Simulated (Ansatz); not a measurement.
System: BGeH4F, charge 0, singlet. BGeH4F (SMILES F[BH][GeH3]).
B3LYP-D3(BJ)/def2-TZVP minimum from Ansatz (a first-principles code):
```xyz
7

B      0.4905    -1.2633    -0.2141
F     -0.3858    -2.2058     0.0929
Ge    -0.0066     0.7481     0.0201
H      0.1194     1.4762    -1.3331
H     -1.4307     0.9660     0.5603
H      0.9901     1.4215     0.9846
H      1.5534    -1.6331    -0.6221
```
Charge 0, spin multiplicity 1.

Atomisation energy term by term, kcal/mol (programs: Ansatz). Radicals and triplets start from unrestricted determinants; spin-orbit coupling is neglected. Cores are frozen in correlated methods (noble-gas shells, and filled d and f shells in the p block). No relativity. CBS(X,Y): correlation extrapolated as X^-3, Hartree-Fock from the larger set. A bracket is a step between two methods taken in the basis named. For partners of very few electrons the exact lower level stands in for a higher one.

```
term                               basis  kcal/mol
------------------  --------------------  --------
Hartree-Fock                     cc-pVQZ    399.97
CCSD correlation    CBS(cc-pVTZ,cc-pVQZ)    113.98
(T)                 CBS(cc-pVTZ,cc-pVQZ)      6.05
CCSDT(Q) - CCSD(T)               cc-pVDZ      0.49
sum: De                                      520.5
```
